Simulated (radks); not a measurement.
Charge is removed step by step from the 6s down level of neutral dysprosium, starting from [Xe] 4f10 6s(up 1, down 1). Calculated with a radial shooting solver on a logarithmic mesh with Libxc functionals: scalar-relativistic Kohn-Sham, PBE, spin-polarised, spherical densities, finite nucleus; open shells are filled with parallel spins first (spin-orbit coupling, left out, can overturn this in heavy ions); Fermi nuclear charge, rms radius 5.2218 fm.

removed (e)  E - E(0) (eV)  eigenvalue (eV)  E minus straight line (eV)
0                    0.000           -3.692                       0.000
0.125                0.496           -4.244                      -0.250
0.25                 1.061           -4.804                      -0.431
0.375                1.697           -5.372                      -0.541
0.5                  2.404           -5.949                      -0.580
0.625                3.184           -6.536                      -0.546
0.75                 4.038           -7.135                      -0.437
0.875                4.967           -7.738                      -0.254
1                    5.967           -8.190                       0.000

Removing the whole electron costs 5.967 eV by Delta-SCF, against 3.692 eV from minus the eigenvalue at the starting occupation. Slater's transition state (half an electron removed) gives 5.949 eV. Integrating minus the eigenvalue over the occupation (Janak's theorem) gives 5.968 eV. In this scalar-relativistic scheme the density is built from large components alone, so the theorem holds only approximately. The mean slope of the eigenvalue, de/dn, is 4.50 eV per electron. Ionisation energy of Dy in the NIST Atomic Spectra Database: 5.939 eV (measured).
